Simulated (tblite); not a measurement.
Species: C₆H₇FO.
SMILES: `F[C@@H]1C=C[C@]12CCO2`

Computed values, GFN2-xTB/tblite, gas phase, harmonic and unscaled. Errors from tens to a few hundred cm⁻¹ against measured bands are possible.

Harmonic wavenumbers (cm⁻¹): 97.5, 132.0, 200.9, 305.5, 333.4, 441.6, 534.3, 584.8, 790.6, 802.0, 826.6, 863.7, 890.0, 924.6, 987.6, 1024.0, 1036.2, 1053.9, 1078.6, 1104.0, 1110.5, 1128.5, 1152.1, 1158.5, 1205.7, 1228.9, 1262.3, 1278.0, 1300.8, 1449.1, 1478.2, 1644.3, 2940.3, 2957.4, 2960.6, 3032.5, 3036.9, 3136.0, 3155.5.

A = 3627, B = 1903, C = 1546 MHz; mass 114.048 u (most abundant isotopes); point group C1, symmetry number 1.

Question: What is the zero-point energy?

Answer: Half the sum of the wavenumbers: 25314 cm⁻¹ = 302.83 kJ/mol.

Question: What is S at 200 K and 1 bar for an ideal gas of classical rigid rotors and harmonic oscillators?

Answer: Translation 159.63, rotation 111.34, vibration 36.70: S = 307.7 J/(mol K).

Question: And Cp and H(200 K) − H(0)?

Answer: Cp = 82.57 J/(mol K), of which vibrations give 49.31 (their classical limit is 39 R = 324.3); H(200 K) − H(0) = 11.07 kJ/mol without the zero-point energy, 4.42 from vibrations.

Question: What must be added to the electronic energy to get the Gibbs energy at 200 K and 1 bar?

Answer: ZPE + [H(200 K) − H(0)] − T·S = 302.83 + 11.07 − 61.53 = 252.37 kJ/mol.

Question: Blend soft modes into free rotors: weight 1/[1 + (100 cm⁻¹/ν̃)⁴] for the oscillator and the rest for a rotor with moment μB/(μ + B), μ = h/(8π²ν), B = 10⁻⁴⁴ kg m². What vibrational entropy results?

Answer: 36.32 J/(mol K) in place of 36.70, which changes −T·S at 200 K by +0.08 kJ/mol.

Hindered rotation and anharmonicity are outside this model. The structure is chiral; the term R ln 2 for an equal mix with its mirror image is left out.
